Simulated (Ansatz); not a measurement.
```xyz
10

N    -1.629   -0.338   -0.555
B    -0.543   -0.082    0.287
O    -0.774   -0.039    1.639
Si    1.348    0.225   -0.382
F     2.230    0.479    0.953
H    -2.558   -0.487   -0.193
H    -1.565   -0.389   -1.554
H     0.016    0.141    2.153
H     1.956   -0.933   -1.094
H     1.518    1.421   -1.253
```

Charge 0, multiplicity 1.

Q: List the PBE0/def2-TZVPP orbital energies in eV (the Gaussian-basis code of Ansatz). (Best estimate.)

A: Ansatz gave: Occupied: -1803.04, -673.54, -522.93, -391.30, -185.02, -145.30, -100.02, -99.94, -99.90, -32.86, -28.62, -24.38, -16.05, -15.62, -14.33, -13.14, -12.68, -12.42, -12.31, -11.23, -10.62, -9.37, -8.12, -8.03. Lowest empty: -0.18, 0.05, 0.92, 1.94, 2.04, 2.40, 2.67, 3.82.
